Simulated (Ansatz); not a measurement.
System: C5H5O, charge 0, multiplicity 2. It need not be the lowest isomer of its formula. 
Geometry from a B3LYP-D3(BJ)/def2-TZVP (Ansatz, a program for electronic structure) optimisation:
```
C
C 1 1.3691
H 2 1.0786 1 119.80
H 2 1.0789 3 119.28 1 -180.00
O 1 1.3871 2 119.26 3 -180.00
C 5 1.3577 1 107.55 2 180.00
C 6 1.3680 5 110.85 1 0.00
H 6 1.0757 5 116.21 1 -180.00
H 7 1.0771 6 125.87 8 0.00
C 7 1.4060 9 127.44 6 -180.00
H 10 1.0766 7 127.70 9 0.00
```
Charge 0, spin multiplicity 2.

Total electronic energies in hartree. Correlated levels leave the core frozen unless marked. Open shells are spin-unrestricted. No spin-orbit coupling. No relativistic terms. CBS marks a two-point X^-3 extrapolation of the correlation energy; Hartree-Fock from the larger set. [CCSD(T)-MP2]/basis is that difference in the basis named.

The UHF reference is spin-contaminated (<S^2> 0.33 over the pure value in the largest basis). 

```
level                                                     program  energy (Eh)
-------------------------------------------------  --------------  -----------
revPBE-D4/def2-TZVPD                               Ansatz + dftd4   -268.76027
CAM-B3LYP/def2-TZVPD                                       Ansatz   -268.66835
wB97M-V/def2-TZVPD                                         Ansatz            ?
B2GP-PLYP-D3(BJ)/def2-TZVPD                        Ansatz + dftd3   -268.52273
B2PLYP-D3(BJ)/def2-TZVPD                           Ansatz + dftd3   -268.58131
B2PLYP-D4/def2-TZVPD                               Ansatz + dftd4   -268.58072
MP2/cc-pVDZ                                                Ansatz   -267.87445
RI-MP2/cc-pVTZ                                             Ansatz   -268.13512
RI-MP2/CBS(cc-pVTZ,cc-pVQZ)+[CCSD(T)-MP2]/cc-pVTZ          Ansatz    -268.3645
```

Problem. Fill in the missing entries.

Solution. 
- wB97M-V/def2-TZVPD, energy (Eh): -268.69689
